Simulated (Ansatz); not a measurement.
Reaction (atomization): `C[O][Ge][Cl]` → C• + Cl• + Ge• + 3 H• + O•

Gas-phase electronic energies from Ansatz, PBE0-D4/def2-TZVP geometries. CCSD(T)/CBS adds triple-zeta CCSD(T) − MP2 to the extrapolated MP2 energy (def2 sets, frozen cores). This one scheme is used for every species, atoms too. Functionals use def2-TZVPP. No spin–orbit coupling; open shells (•) take unrestricted orbitals. Spin–orbit coupling would lower the free atoms: a little for C, Cl, O; clearly for Ge. Bonds to Ge are less sure, by a few kJ/mol each and by 10 to 20 or more in all where they break to atoms, as the def2 sets lack core-valence functions. Scalar relativity is left out up to krypton. One conformer a species, not always the lowest.

`C[O][Ge][Cl]`:

Z-matrix (Å, degrees):
```
C
O 1 1.410
H 1 1.093 2 109.0
H 1 1.093 2 112.0 3 -120.9
H 1 1.093 2 109.0 3 118.3
Ge 2 1.762 1 132.6 3 120.9
Cl 6 2.215 2 101.4 1 0.0
```

CCSD(T)/CBS gives +25.81 eV.

Q: Another level gave +24.69 eV. Which?
A. ωB97X-V/def2-TZVPP
B. CCSD(T)/def2-TZVPP
C. BHLYP-D4/def2-TZVPP
D. B2PLYP/def2-TZVPP

A: C. BHLYP-D4 24.69, ωB97X-V 25.81, CCSD(T)/def2-TZVPP 25.01, B2PLYP 25.44 eV.

Largest T1 diagnostic among the species: 0.015.

From BLYP to BHLYP (50 % exact exchange), in def2-TZVPP and without D4, ΔE moves by −1.06 eV: exact exchange takes away binding that semilocal exchange gives to molecules. The D4 term adds +0.26 eV with B3LYP and +0.14 eV with PBE0; it sums over pairs of atoms, weighted by their polarisabilities, and B3LYP, whose exchange is more repulsive, gets the larger term.

B3LYP here is the variant with VWN-RPA as its local correlation; programs differ in this.

For atomizations the MP2-based limit and the directly extrapolated one differ by several kJ/mol either way, and by 10 to 25 for some Ge, Se and Sn compounds, so smaller differences from it don't rank the levels.
